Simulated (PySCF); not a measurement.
Computed vibrations of [Nd(H2CO)]3+

[Nd(H2CO)]3+ (singlet in the valence; each metal's 4f electrons, 3 of them, lie in its core potential, out of spins and levels). PySCF 2.14.0, RKS PBE0, Nd lcecp-1-SVP with ECP49, O def2-SVP, C def2-SVP, H def2-SVP; non-relativistic Hamiltonian with scalar-relativistic core potentials where named; density fitting; no spin-orbit coupling. Central differences of gradients.

```xyz
5

Nd    0.0000    0.0000   -0.4826
O     0.0000    0.0000    1.6539
C     0.0000    0.0000    2.9203
H     0.9711    0.0000    3.4648
H    -0.9711    0.0000    3.4648
```

Run from Python with OMP_NUM_THREADS=2. Where DIIS fails, smearing, a level shift and second-order steps follow.
It took 26 s on 2 threads of Arm Neoverse V1 (shared host).

(1) What are the harmonic wavenumbers and infrared intensities?

(2) Is this a minimum?

An lcecp potential fixes the number of 4f electrons, so in runs with it no electron can move into or out of that shell.

Answers

(1) Modes are labelled in C2v; negative numbers are unstable modes, those under 60 cm⁻¹ near the noise; a finer grid moves soft modes by up to 10 cm⁻¹.
| cm⁻¹ | km/mol | symmetry |
| --- | --- | --- |
| 250 | 61.1 | b2 |
| 271 | 67.4 | b1 |
| 423 | 31.2 | a1 |
| 1172 | 19.5 | b2 |
| 1244 | 5.6 | b1 |
| 1437 | 291.1 | a1 |
| 1553 | 284.2 | a1 |
| 3009 | 102.8 | a1 |
| 3163 | 93.7 | b2 |

(2) Yes. Ideal gas at 298.15 K and 1 bar: S = 292.2 J/(mol K), Cp = 56.1 J/(mol K), H − H(0 K) = 13.3 kJ/mol (rigid rotor, harmonic modes, spin degeneracy alone, that of the 4f electrons in the core included).
